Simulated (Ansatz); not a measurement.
BClH₅NSi (`B[SiH](N)Cl`). The species carries charge 0 and has multiplicity 1.

```xyz
9

B     0.867    1.341    0.025
Si    0.170   -0.435    0.372
N    -1.444   -0.887    0.169
Cl    1.344   -0.161   -1.487
H     1.918    1.672    0.478
H     0.160    2.122   -0.537
H     0.859   -1.553    1.052
H    -1.745   -1.846    0.140
H    -2.127   -0.253   -0.213
```

What are the harmonic wavenumbers in cm⁻¹ at PBE0-D4/def2-TZVP (Ansatz, finite differences of forces, unscaled)? (An estimate is asked.)

Ansatz gave: 138, 186, 213, 363, 396, 428, 557, 677, 694, 708, 777, 901, 913, 962, 1127, 1579, 2263, 2591, 2692, 3613, 3712.

Is this a minimum?

Yes, all 21 modes are real.

Give the ideal-gas thermochemistry at 298.15 K and 1 bar (rigid rotor, harmonic oscillator; point group C1, symmetry number 1).

Zero-point energy 152.5 kJ/mol; H(298) − E = 171.6 kJ/mol; entropy 325.5 J/(mol·K), of which translation 165.4, rotation 109.0, vibration 51.1; G(298) − E = 74.6 kJ/mol.

And at 400, 500, 600, 800 and 1000 K?


```tsv
T (K)	H − E (kJ/mol)	S (J/mol/K)	G − E (kJ/mol)
400	182.8	357.8	39.7
500	195.4	385.7	2.5
600	209.0	410.5	-37.3
800	238.8	453.2	-123.8
1000	271.0	489.1	-218.1
```

Rotational constants (cm⁻¹)?

0.2595, 0.1027, 0.08624.
